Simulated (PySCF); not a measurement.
Species: C₃H₄AlNO.
Bonds: C1–N2 (triple), N2–Al3, Al3–O4, O4–C5, C5–C6 (double), C1–C6. Hydrogens: H7, H8 on Al3; H9 on C5; H10 on C6.
Bond orders are those of one Lewis drawing.

Method: PBE0-D3(BJ)/def2-SVP geometry optimisation, gas phase (PySCF 2.14.0); density fitting, grid level 1; the optimiser is geomeTRIC in internal coordinates, started from a GFN2-xTB structure with every atom displaced at random (about 0.01 Å).

Step 3: E = -13292.6331 eV
```
atom  x, y, z in Å  |  force x, y, z in eV/Å
C1     -0.1862    2.6282   -0.6641    0.063   0.248   0.017
N2      0.3096    1.5701   -0.5876    0.194  -0.165   0.034
Al3    -1.2082    0.2421   -0.8352   -0.249   0.175  -0.031
O4     -2.4932    1.6058   -1.0525    0.127   0.213   0.023
C5     -2.3780    2.8802   -1.0264   -0.017   0.000  -0.007
C6     -1.1893    3.5768   -0.8245   -0.090  -0.376  -0.021
H7     -1.4638   -0.4767    0.5426    0.023  -0.057   0.108
H8     -1.0064   -0.4845   -2.2165    0.059  -0.065  -0.107
H9     -3.2948    3.4693   -1.1768   -0.101  -0.042  -0.014
H10    -1.0807    4.6545   -0.8008   -0.010   0.069  -0.001
```

Step 4: E = -13292.6405 eV
```
atom  x, y, z in Å  |  force x, y, z in eV/Å
C1     -0.1783    2.6267   -0.6624   -0.043   0.092  -0.005
N2      0.3183    1.5681   -0.5851    0.161  -0.075   0.029
Al3    -1.2155    0.2488   -0.8365   -0.196   0.079  -0.028
O4     -2.4961    1.6112   -1.0530    0.060  -0.023   0.009
C5     -2.3830    2.8831   -1.0274    0.062   0.024   0.012
C6     -1.1890    3.5674   -0.8251   -0.065  -0.072  -0.014
H7     -1.4619   -0.4731    0.5479    0.021  -0.018   0.034
H8     -1.0024   -0.4810   -2.2216    0.033  -0.021  -0.031
H9     -3.3036    3.4680   -1.1771   -0.030  -0.009  -0.006
H10    -1.0796    4.6466   -0.8015   -0.003   0.024   0.001
```

Task: Estimate the geometry and energy of step 5. (The exact step hangs on the optimiser's Hessian estimate; all steps are aligned on step 4, rigid shifts and turns removed.)

Result: E = -13292.6434 eV, largest force 0.093 eV/Å
```
atom  x, y, z in Å  |  force x, y, z in eV/Å
C1     -0.1748    2.6243   -0.6614   -0.053  -0.011  -0.009
N2      0.3270    1.5674   -0.5827    0.091   0.012   0.017
Al3    -1.2272    0.2538   -0.8385   -0.080  -0.012  -0.013
O4     -2.4968    1.6118   -1.0528   -0.011  -0.070  -0.002
C5     -2.3845    2.8836   -1.0274    0.044   0.041   0.007
C6     -1.1897    3.5622   -0.8254   -0.015   0.041  -0.004
H7     -1.4597   -0.4687    0.5514    0.011  -0.001  -0.008
H8     -0.9992   -0.4761   -2.2251    0.010   0.000   0.010
H9     -3.3076    3.4654   -1.1773    0.007   0.002  -0.001
H10    -1.0788    4.6421   -0.8026   -0.004  -0.002   0.002
```

The energy changes by -0.0029 eV. The first-order estimate −F·Δx gives -0.0044 eV and the mean of the old and new forces, exact on a quadratic surface, -0.0028 eV. The step makes an angle of 50° with the force vector and moves no atom by more than 0.013 Å.

What follows is the cost of the whole optimisation. On an Arm Neoverse V1 with one thread, no GPU, shared host, this took 40 s wall and 0.45 GiB of memory at its peak.
